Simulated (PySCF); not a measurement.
Isomers of C7H7N3, one GFN2-xTB conformer each. Single-point energies are computed at PBE0/pcSseg-1 (PySCF, gas phase, no added dispersion term), electronic only.

Problem. Rank them by PBE0/pcSseg-1 energy, lowest first (kcal/mol).
A. `[CH:1]#[C:2][c:3]1[cH:4][n:5][n:6][n:7]1[CH2:8][CH:9]=[CH2:10]` with N6–N7–C8–C9 99°, N7–C8–C9–C10 117°
B. `CC1=NN=CC(C#N)=C1C`
C. `[CH:1]#[C:2][c:3]1[n:4][n:5]([CH:6]=[CH2:7])[n:8][c:9]1[CH3:10]` with N4–N5–C6–C7 0°
D. `C#Cc1nc(C)nnc1C`
E. `CC1=C2NN=NC2=CC=C1`

Solution. E (0.0), B (19.4), D (54.4), C (60.9), A (73.0).

As drawn, the lowest has an N–H bond, which the highest lacks; the highest has a C≡C bond and a C=C bond outside aromatic rings, which the lowest lacks. GFN2-xTB itself gives, in the same order: 0.0, 28.0, 46.7, 51.4, 63.4. Both levels put the same isomer lowest; measured from each level's own lowest isomer, the values differ by up to 9.6 kcal/mol (C#Cc1cnnn1CC=C: 63.4 against 73.0).

Problem. Which frontier levels, dipoles and rotational constants go with these structures?

Solution. 
```tsv
SMILES	HOMO (eV, PBE0/pcSseg-1)	LUMO (eV)	dipole (D)	A, B, C (MHz)
Cc1cccc2nn[nH]c12	-6.96	-1.18	4.46	2221, 1546, 916.6
Cc1nncc(C#N)c1C	-7.10	-2.38	3.69	2324, 1195, 796.8
C#Cc1nc(C)nnc1C	-6.77	-2.37	2.96	2378, 1146, 781.3
C#Cc1nn(C=C)nc1C	-6.77	-1.41	0.78	2537, 994.4, 717.6
C#Cc1cnnn1CC=C	-7.27	-1.09	4.46	1956, 1276, 837.6
```
